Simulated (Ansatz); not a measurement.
A structure relaxed at r2SCAN-D4/def2-TZVP in Ansatz, charge 0, singlet:

```csv
atom,x (Å),y (Å),z (Å)
Cd1,-0.0544,-0.1044,0.1975
C2,-0.4148,-1.1152,2.0333
H3,0.2422,-1.9831,2.1209
H4,-1.4505,-1.4571,2.0871
H5,-0.2247,-0.4494,2.8776
Si6,0.3948,1.0788,-1.9641
H7,-0.5414,2.2135,-2.2069
H8,0.2760,0.1691,-3.1397
H9,1.7728,1.6478,-2.0055
```

Q: Give its formula, name or SMILES and point group.

A: CdMe(SiH3) (CH₆CdSi). Point group C3 (tolerance 0.1 Å).

Q: Summarise the bond lengths by kind (pairs closer than 1.2 times the sum of covalent radii, bridged metal pairs left out).

A: 1 × C–Cd 2.13 Å; 1 × Cd–Si 2.50 Å; 3 × C–H 1.09 Å; 3 × H–Si 1.49 Å. The metal has 2 neighbours: C 2.13 Å, Si 2.50 Å.

In the def2 sets Cd takes a core potential; there is no spin–orbit coupling.
